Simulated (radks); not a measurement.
Results of a calculation; reference values are marked as such.
The nuclear charge of the oxygen ion O2+ is varied continuously with 6 electrons held in [He] 2s2 2p2. Code: a radial shooting solver on a logarithmic mesh with Libxc functionals. Model: scalar-relativistic Kohn-Sham, PBE, spin-unpolarised, spherical densities, finite nucleus; Fermi nuclear charge, rms radius 2.6991 fm. By the Hellmann-Feynman theorem dE/dZ = E(electron-nucleus)/Z, the electronic potential at the nucleus (averaged over a nucleus of fixed radius). The scalar-relativistic energy here is not variational (the density holds large components alone), so the two differ by a part that grows with Z.

Z    E (hartree)  E(electron-nucleus)/Z (hartree)  HOMO  e(HOMO) (eV)  <r> HOMO (bohr)
7.5    -63.18127                         -19.2093    2p       -31.088            1.121
8      -73.16374                         -20.7184    2p       -43.242            1.002
8.5    -83.90089                         -22.2274    2p       -57.136           0.9066
9      -95.39280                         -23.7368    2p       -72.761           0.8284

The central difference of E at Z = 8 is -20.720 hartree, to compare with the third column; the second derivative is -3.02 hartree.
